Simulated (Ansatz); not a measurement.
**Relative energies of C3F6 isomers**

2 of its isomers, all singlets with charge 0: A = hexafluoropropylene `FC(F)=C(F)C(F)(F)F`; B = hexafluorocyclopropane `FC1(F)C(F)(F)C1(F)F`.

Shapes, held fixed at every level: PBE0-D4/def2-TZVP. Programs: Ansatz 0.2.0.

A:

```xyz
9

F     1.2301   -1.7451    0.0585
C     1.0817   -0.6501   -0.6274
F     1.9455   -0.5611   -1.5993
C     0.1726    0.2880   -0.3971
F     0.1350    1.3619   -1.1824
C    -0.8664    0.3009    0.6793
F    -0.8018   -0.7830    1.4444
F    -2.0900    0.3672    0.1475
F    -0.7182    1.3750    1.4596
```

B:

```xyz
9

F     1.9548   -0.1723    0.0851
C     0.7247   -0.3562   -0.3702
F     0.6962   -1.1301   -1.4447
C    -0.2751    0.7832   -0.2611
F    -1.1439    0.9670   -1.2438
F     0.1148    1.9247    0.2861
C    -0.4201   -0.4425    0.6256
F    -1.4107   -1.2890    0.3880
F    -0.1522   -0.3312    1.9180
```

Electronic energies in kJ/mol, without zero-point or thermal terms.

```
                level                 kind   B − A
          HF/def2-SVP         Hartree–Fock  +128.1
     SPW92/def2-TZVPP                  LDA  +114.6
    PBE-D4/def2-TZVPP                  GGA  +117.9
 r2SCAN-D4/def2-TZVPP             meta-GGA  +125.9
  B3LYP-D4/def2-TZVPP        global hybrid  +129.9
   PBE0-D4/def2-TZVPP        global hybrid  +115.2
r2SCAN0-D4/def2-TZVPP        global hybrid  +121.8
       MP2/def2-TZVPP  perturbation theory  +126.5
```

MP2/def2-TZVPP puts A lowest of these. All levels agree on that. The B − A difference spans +114.6 to +129.9 kJ/mol over the levels.
